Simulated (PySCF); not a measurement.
Mapped SMILES: `[SiH3:1][O:2][C@@H:3]1[CH2:4][CH2:5][O:6][BH:7][O:8]1`; H(Xn) means a hydrogen on atom n. Ha(C4), Ha(C5) are cis to O2 on the ring; Hb(C4), Hb(C5) are trans to O2 on the ring.

PySCF 2.14 calculation with σ from GIAO-PBE/pcSseg-1 and PBE0-D3(BJ)/def2-SVP structure; isolated molecule, rapidly exchanging positions averaged, relativity neglected, a single conformation.

δ = σ(ref) − σ, references computed at the same level: TMS for 13C (σref 180.03), 1H (σref 31.20), 29Si (σref 334.61); 17O (σref 334.63) vs H2O; 11B (σref 94.77) against BF3·OEt2.

```tsv
atoms	nucleus	count	δ (ppm)
Ha(C4)	1H	1	1.58
O2	17O	1	78.1
H(C3)	1H	1	?
H(B7)	1H	1	4.25
Ha(C5)	1H	1	4.03
B7	11B	1	22.0
C5	13C	1	?
C3	13C	1	?
Hb(C4)	1H	1	1.94
H(Si1)	1H	3	?
Si1	29Si	1	-44.8
C4	13C	1	?
Hb(C5)	1H	1	4.13
O8	17O	1	198.6
O6	17O	1	148.6
```

Fill in the missing shifts.

Answers


- C3: 97.4 ppm, sp3 carbon bearing two oxygens; 2 electronegative neighbours deshield it
- C5: 63.4 ppm, sp3 CH2 bonded to O; the inductive effect lowers its shielding
- C4: 39.4 ppm, sp3 CH2 in a ring; a saturated carbon with 2 carbon neighbours and no heteroatom attached
- H(C3): 5.67 ppm, hydrogen on an sp3 carbon bearing two oxygens; its carbon carries O, an electronegative neighbour
- H(Si1): 4.96 ppm, hydrogen on a silicon bonded to O

Hydrogens on boron are broadened and split by 11B (spin 3/2, 80 %) and 10B (spin 3). Shifts are as computed. Against solution values, carbons near 30 ppm lie about +2 ppm off and those near 130 ppm about +2 ppm. Of 1309 compounds with measured shifts, 239 miss one by over three times the rms of a fit or turn the order of signals round; such compounds aren't used in these exercises. Experimental scales use liquid or dissolved standards, which lie at an offset from isolated H2O (liquid H2O: subtract about 36 ppm).
